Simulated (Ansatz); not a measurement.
Consider the formal exchange of groups at the Sn–C bond: `F[CH](F)[SnH2][SH]` + `OC(O)CF` → `[OH][SnH2][SH]` + `OC(CF)C(F)F`.

Calculated with Ansatz (gas phase, PBE0-D4/def2-TZVP geometries, no zero-point term in ΔE). CBS: MP2 limit from def2 TZ/QZ plus the TZ coupled-cluster correction, frozen cores. DFT in def2-TZVPP. B3LYP here is the variant with VWN-RPA as its local correlation; programs differ in this. def2 core potentials past Kr. For Sn outer-core shells are correlated without core-valence functions, which leaves a few kJ/mol of doubt a bond. One conformer a species, not always the lowest.

Question: Is it downhill or uphill in electronic energy at CCSD(T)/CBS, and by how much? (Estimate.)

Answer: Computed: Downhill: ΔE = -1.06 eV.

Question: What do these levels give: PBE-D4, r2SCAN-D4, PBE0-D4, B3LYP-D4, ωB97X-V, r2SCAN, PBE0, CCSD/def2-TZVPP, MP2/def2-QZVPP, HF/CBS(def2), MP2/CBS(def2), CCSD/CBS(def2)? (An estimate is asked.)

Answer: Ansatz gave: PBE-D4 -0.87, r2SCAN-D4 -0.99, PBE0-D4 -0.93, B3LYP-D4 -0.95, ωB97X-V -1.00, r2SCAN -0.99, PBE0 -0.93, CCSD/def2-TZVPP -1.04, MP2/def2-QZVPP -1.12, HF/CBS(def2) -1.12, MP2/CBS(def2) -1.13, CCSD/CBS(def2) -1.07 eV.

Largest T1 diagnostic among the species: 0.013.

From PBE to PBE0 (25 % exact exchange), in def2-TZVPP and without D4, ΔE moves by −0.06 eV.
